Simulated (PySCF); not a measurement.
## Computed vibrations of [Tl(NH2)4]−

[Tl(NH2)4]− (singlet). PySCF 2.14.0, RKS PBE0, Tl def2-SVP with ECP60, N def2-SVP, H def2-SVP; non-relativistic Hamiltonian with scalar-relativistic core potentials where named; density fitting; no spin-orbit coupling. Central differences of gradients.

```xyz
13

Tl    0.0000    0.0000    0.0000
N     1.2004    1.3316    1.3316
H     1.8306    0.6903    1.8249
H     1.8306    1.8249    0.6903
N    -1.2004   -1.3316    1.3316
H    -1.8306   -0.6903    1.8249
H    -1.8306   -1.8249    0.6903
N     1.2004   -1.3316   -1.3316
H     1.8306   -1.8249   -0.6903
H     1.8306   -0.6903   -1.8249
N    -1.2004    1.3316   -1.3316
H    -1.8306    1.8249   -0.6903
H    -1.8306    0.6903   -1.8249
```

Run from Python with OMP_NUM_THREADS=2. Where DIIS fails, smearing, a level shift and second-order steps follow.
It took 71 s on 2 threads of Arm Neoverse V1 (shared host).

Task: What are the harmonic wavenumbers and infrared intensities?

Result: Modes are labelled in D2d; negative numbers are unstable modes, those under 60 cm⁻¹ near the noise; a finer grid moves soft modes by up to 10 cm⁻¹.
```csv
cm⁻¹,km/mol,symmetry
-23,–,a2
60,30.6,e
60,30.6,e
78,0.0,b1
97,0.0,a1
119,41.6,b2
127,48.7,e
127,48.7,e
178,0.0,b1
426,130.4,e
426,130.4,e
439,79.0,b2
439,0.0,a1
649,171.3,e
649,171.3,e
678,7.7,b2
713,0.0,a1
739,0.0,a2
789,0.0,b1
806,42.5,e
806,42.5,e
1533,0.0,a1
1534,11.3,e
1534,11.3,e
1535,3.8,b2
3450,0.0,e
3450,0.0,e
3450,0.0,a1
3451,83.9,b2
3541,0.0,a2
3541,19.0,e
3541,19.0,e
3542,0.0,b1
```

Task: Is this a minimum?

Result: Yes, within the noise of the softest modes.
